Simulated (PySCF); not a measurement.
Ge(F)(Br)2(NH2) (Br2FGeH2N), SMILES [Br][Ge]([Br])([F])[NH2]. Atoms are numbered in the order given.

```xyz
7

N      2.1810    -0.3743     0.5417
Ge     0.3698    -0.1902     0.4418
F     -0.2814    -0.6259     2.0021
Br    -0.1184     2.0166     0.0206
Br    -0.7306    -1.5739    -1.0559
H      2.4885    -1.3509     0.4506
H      2.6617     0.1944    -0.1660
```
Charge 0, spin multiplicity 1.

The structure is a stationary point at PBE-D3(BJ)/def2-SVP. The values are those of a single conformer.

Computed with B3LYP/pcSseg-1 (PySCF).

GIAO shieldings, no solvent; atoms listed in one row are averaged. δ = σ(ref) − σ: ¹⁵N against NH3 (σ = 265.5 ppm); ⁷³Ge against GeH4 (σ = 1631.8 ppm); ¹⁹F against CFCl3 (σ = 161.7 ppm); ¹H against TMS (σ = 31.68 ppm), references at their B3LYP-D3(BJ)/def2-TZVP geometries, non-relativistic (without spin–orbit terms, shifts of atoms bonded to Cl or Br come out too high).

Computed chemical shifts:
| nucleus | atoms | count | δ (ppm) |
|---|---|---|---|
| ¹⁵N | N1 | 1 | 78.3 |
| ⁷³Ge | Ge2 | 1 | 466.6 |
| ¹⁹F | F3 | 1 | -89.4 |
| ¹H | H7 | 1 | 2.43 |
| ¹H | H6 | 1 | 2.23 |
